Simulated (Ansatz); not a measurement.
CH5FNSi can be A, `[CH2][SiH](N)F`•, or B, `C[Si](N)F`•.

Calculated with Ansatz (gas phase, PBE0-D4/def2-TZVP geometries, no zero-point term in ΔE). CCSD(T)/CBS adds triple-zeta CCSD(T) − MP2 to the extrapolated MP2 energy (def2 sets, frozen cores). DFT in def2-TZVPP. Open shells (•) are unrestricted, without spin–orbit coupling. Each species was taken in one conformer, which may not be the lowest.

Which isomer does CCSD(T)/CBS put lower? Give the gap. (An estimate is asked.)

Ansatz gave: B, by 27.7 kJ/mol.

Give E(B) − E(A) in kJ/mol with CCSD(T)/def2-SVP, PBE-D4, PBE0-D4, ωB97M-V, MP2/def2-TZVPP, BLYP-D4, LDA (SPW92). (Best estimate.)

Computed: CCSD(T)/def2-SVP -25.8, PBE-D4 -49.2, PBE0-D4 -38.3, ωB97M-V -25.8, MP2/def2-TZVPP -35.5, BLYP-D4 -39.1, LDA (SPW92) -62.2. None reverses the order clearly.

Does the order hold for the free energy at 298.15 K (harmonic terms from PBE0-D4)? (Best estimate.)

The calculation gave: Yes: G(B) − G(A) = -19.1 kJ/mol, for one conformer each.

Largest T1 diagnostic: 0.013.

From BLYP to BHLYP (50 % exact exchange), in def2-TZVPP and without D4, E(B) − E(A) moves by +21.2 kJ/mol. In def2-TZVPP, CCSD(T) changes the Hartree–Fock value by −31.3 kJ/mol (the triples alone add −5.1 kJ/mol) and MP2 by −40.9 kJ/mol.
